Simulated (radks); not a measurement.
The numbers below are computed, except where a source is named.
Q: The mean radii <r> (bohr) of the occupied orbitals of an atom or ion are listed with their occupations. Level of theory: Dirac Kohn-Sham, PBE, spin-unpolarised, spherical densities, point nucleus (a radial shooting solver on a logarithmic mesh with Libxc functionals).

orbital     occ.      <r>
1s1/2          2  0.01898
2s1/2          2  0.07976
2p1/2          2  0.06612
2p3/2          4  0.07384
3s1/2          2   0.2081
3p1/2          2   0.1980
3p3/2          4   0.2124
3d3/2          4   0.1863
3d5/2          6   0.1907
4s1/2          2   0.4650
4p1/2          2   0.4705
4p3/2          4   0.5017
4d3/2          4   0.5170
4d5/2          6   0.5272
5s1/2          2   0.9923
4f5/2    4.71429   0.5714
4f7/2    6.28571   0.5769

Name the element and its charge. Open shells, if any, are shared by 2j + 1.

A: Z = 72, hafnium, charge +13: Hf13+ in [Kr] 4d10 4f11 5s2. The 1s radius gives Z: for a bare nucleus <r> = (2 gamma + 1)/(2Z) with gamma = sqrt(1 - (Z/c)^2), 0.01876 bohr for Z = 72, and screening makes it slightly larger (0.01898 here). The occupations add up to 59, and the charge is Z minus that.
